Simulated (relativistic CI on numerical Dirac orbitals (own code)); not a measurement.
Method of calculation: Dirac-Coulomb-Breit CI, orbitals from a KLI potential per configuration, QED by a radiative potential, unscaled Slater integrals (own radial code, finite nucleus).

The strongest absorption lines from the ground level of an ion, among the configurations computed and to levels below about 584 eV (vacuum wavelength in nm, gf): 2.4109 (2.3), 2.4461 (0.22), 2.7066 (0.083), 2.7916 (0.17), 2.9207 (4.4), 2.9943 (0.17), 4.0575 (0.089), 4.1052 (0.47).

Q: Which ion is it?
A. Pd¹⁸⁺
B. Ru¹⁶⁺
C. Ru¹⁸⁺
D. Cd²⁰⁺

A: B. Ru¹⁶⁺ has 28 electrons and the ground level 3p⁶3d¹⁰ ¹S0; the strongest line goes to 3p⁶3d⁹4f ¹P°1. The pattern of lines fixes the number of electrons, and along that sequence the line energies rise steadily with the charge (about as its square where n changes within one kind of shell, about linearly where n is kept but much faster in heavy ions where fine structure, which grows about as Z⁴, sets the gap, and irregularly where shells cross), which fixes Z. Configurations outside the model, such as inner-shell arrays, can give stronger lines. At this charge energies of transitions that change n are usually good to better than 1 %, and those within a shell (Δn = 0) to a few per cent.

LS names give the leading component of a level, which can be under half, so a name can repeat, a term be missing and a line seem to break the LS rules.
